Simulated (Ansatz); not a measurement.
AlCu2⁺ (the lowest singlet isomer of a short search). Total charge 1; singlet. Geometry PBE-D4/def2-TZVP, basis def2-TZVP, Ansatz.

Cartesian coordinates in Å:
```
Cu -0.979 1.237 -1.668
Cu 0.979 -1.237 1.668
Al 0.000 0.000 0.000
```

| run | HOMO (eV) | LUMO (eV) |
| --- | --- | --- |
| A | -10.89 | -6.80 |
| B | -11.83 | -3.79 |
| C | -10.27 | -7.55 |
| D | -10.18 | -7.62 |
| E | -10.28 | -7.42 |
| F | -10.92 | -6.67 |

The structure comes from a short search, and lower isomers may exist.

Q: The runs used B97M-V, HF, PBE0, r2SCAN, r2SCAN0, revPBE. Estimate which is which.

A: A PBE0 (25 % exact exchange); B HF (100 % exact exchange); C B97M-V (0 % exact exchange); D revPBE (0 % exact exchange); E r2SCAN (0 % exact exchange); F r2SCAN0 (25 % exact exchange). Exact exchange lowers occupied and raises empty levels; among semilocal functionals meta-GGAs tend to open the gap a little, and such runs are hard to tell apart. The gap grows from 2.56 eV (revPBE) to 8.04 eV (HF).
